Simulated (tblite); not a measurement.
C₄H₈B₂.
Atom-mapped SMILES: `[BH2:1][C:2]([BH2:3])=[CH:4][CH:5]=[CH2:6]` (hydrogens: H7, H8 on B1; H9, H10 on B3; H11 on C4; H12 on C5; H13, H14 on C6)

Computed with GFN2-xTB (tblite), gas phase: L-BFGS steps from a force-field or distance-geometry start until the largest atomic force falls under 0.01 eV/Å.

Step 21: E = -408.8018 eV
```
atom  x, y, z in Å  |  force x, y, z in eV/Å
B1      0.1983    1.5899   -1.1919    0.000  -0.074   0.070
C2     -0.4223    0.2198   -0.8337    0.054   0.037  -0.140
B3     -1.3576   -0.3475   -1.9353    0.067   0.011   0.046
C4     -0.1840   -0.5312    0.2653   -0.037  -0.020   0.067
C5      0.7157   -0.1429    1.3226   -0.035   0.049  -0.040
C6      0.9631   -0.8645    2.4130    0.014  -0.009  -0.047
H7     -0.3259    2.5808   -0.8517    0.007   0.000   0.015
H8      1.1555    1.6468   -1.8653   -0.037  -0.023   0.004
H9     -1.1026   -0.1939   -3.0685   -0.065   0.022   0.034
H10    -2.3137   -0.9398   -1.6104    0.023  -0.031  -0.072
H11    -0.6565   -1.5025    0.3727    0.012   0.033   0.064
H12     1.1857    0.8241    1.2094    0.015   0.107  -0.074
H13     1.6142   -0.5034    3.1877    0.051  -0.012   0.064
H14     0.5294   -1.8361    2.5638   -0.070  -0.089   0.010
```

Step 22: E = -408.8041 eV
```
atom  x, y, z in Å  |  force x, y, z in eV/Å
B1      0.2008    1.5869   -1.1874    0.004  -0.016   0.033
C2     -0.4256    0.2222   -0.8335    0.051  -0.026  -0.051
B3     -1.3546   -0.3474   -1.9350    0.036  -0.001   0.003
C4     -0.1945   -0.5287    0.2681    0.003  -0.006   0.017
C5      0.7122   -0.1441    1.3184   -0.026   0.086   0.029
C6      0.9638   -0.8621    2.4100    0.024  -0.038  -0.016
H7     -0.3210    2.5781   -0.8441    0.022   0.008   0.015
H8      1.1526    1.6388   -1.8688   -0.032  -0.010   0.012
H9     -1.0993   -0.1775   -3.0656   -0.081   0.008   0.022
H10    -2.3014   -0.9562   -1.6133    0.025  -0.026  -0.082
H11    -0.6659   -1.4988    0.3765   -0.024   0.002   0.062
H12     1.1815    0.8227    1.2050    0.030   0.121  -0.091
H13     1.6215   -0.5020    3.1805    0.037  -0.010   0.043
H14     0.5291   -1.8324    2.5673   -0.070  -0.091   0.004
```

Step 23: E = -408.8061 eV
```
atom  x, y, z in Å  |  force x, y, z in eV/Å
B1      0.2030    1.5836   -1.1833    0.009   0.040  -0.004
C2     -0.4264    0.2226   -0.8345    0.040  -0.081   0.052
B3     -1.3514   -0.3476   -1.9345   -0.001  -0.017  -0.038
C4     -0.2021   -0.5264    0.2706    0.038   0.013  -0.020
C5      0.7095   -0.1423    1.3155   -0.008   0.097   0.088
C6      0.9645   -0.8606    2.4068    0.027  -0.050   0.015
H7     -0.3179    2.5745   -0.8377    0.033   0.014   0.017
H8      1.1499    1.6322   -1.8710   -0.018   0.003   0.013
H9     -1.0982   -0.1649   -3.0626   -0.085   0.000  -0.008
H10    -2.2917   -0.9679   -1.6164    0.022  -0.027  -0.082
H11    -0.6722   -1.4958    0.3815   -0.049  -0.016   0.057
H12     1.1787    0.8250    1.2000    0.027   0.094  -0.088
H13     1.6273   -0.5025    3.1757    0.009  -0.021   0.006
H14     0.5265   -1.8304    2.5677   -0.046  -0.049  -0.009
```

**Question.** Estimate the geometry and energy of step 24. (The exact step hangs on the optimiser's Hessian estimate; all steps are aligned on step 23, rigid shifts and turns removed.)

**Answer.** E = -408.8082 eV, largest force 0.171 eV/Å
```
atom  x, y, z in Å  |  force x, y, z in eV/Å
B1      0.2052    1.5806   -1.1793    0.007   0.069  -0.033
C2     -0.4263    0.2217   -0.8353    0.025  -0.111   0.127
B3     -1.3482   -0.3479   -1.9345   -0.032  -0.034  -0.061
C4     -0.2081   -0.5244    0.2734    0.064   0.024  -0.029
C5      0.7069   -0.1384    1.3144    0.009   0.079   0.119
C6      0.9656   -0.8600    2.4036    0.022  -0.039   0.037
H7     -0.3149    2.5709   -0.8312    0.042   0.021   0.020
H8      1.1472    1.6261   -1.8728    0.002   0.018   0.009
H9     -1.0991   -0.1533   -3.0601   -0.081   0.000  -0.045
H10    -2.2825   -0.9789   -1.6207    0.016  -0.030  -0.075
H11    -0.6783   -1.4932    0.3880   -0.056  -0.014   0.050
H12     1.1767    0.8297    1.1934    0.012   0.039  -0.064
H13     1.6327   -0.5041    3.1718   -0.020  -0.039  -0.028
H14     0.5224   -1.8294    2.5672   -0.010   0.016  -0.028
```

The energy changes by -0.0021 eV. The first-order estimate −F·Δx gives -0.0028 eV and the mean of the old and new forces, exact on a quadratic surface, -0.0021 eV. The step makes an angle of 70° with the force vector and moves no atom by more than 0.015 Å.

What follows is the cost of the whole relaxation. On one thread of an Intel Xeon at 2.50 GHz, shared host with 64 logical CPUs at a one-minute load of 6.2, this took 1.3 s wall, 1.1 s CPU.
